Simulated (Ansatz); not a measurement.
F2Sr (SMILES [F][Sr][F]) moved off its minimum; all values from Ansatz (a first-principles code), cores frozen in correlated methods. Elements past Kr take the def2 small-core potentials, without spin–orbit coupling.
(charge 0, multiplicity 1)
```xyz
3

Sr     0.2664     0.2073    -0.1354
F     -0.9893     1.5120    -1.1645
F     -0.0496    -1.4970     1.4256
```

Forces at PBE/def2-TZVPP (eV/Å):

| atom | Fx | Fy | Fz |
|---|---|---|---|
| Sr1 | 0.042 | -1.401 | 1.250 |
| F2 | -0.245 | 0.236 | -0.184 |
| F3 | 0.203 | 1.165 | -1.065 |

Task: Give the forces (eV/Å), the total energy and the dipole at CCSD(T)/def2-TZVPPD.

Result: 
```tsv
atom	Fx	Fy	Fz
Sr1	0.453	-1.650	1.428
F2	-0.665	0.752	-0.600
F3	0.212	0.898	-0.828
```
Energy -230.0317 hartree, dipole 6.31 D.
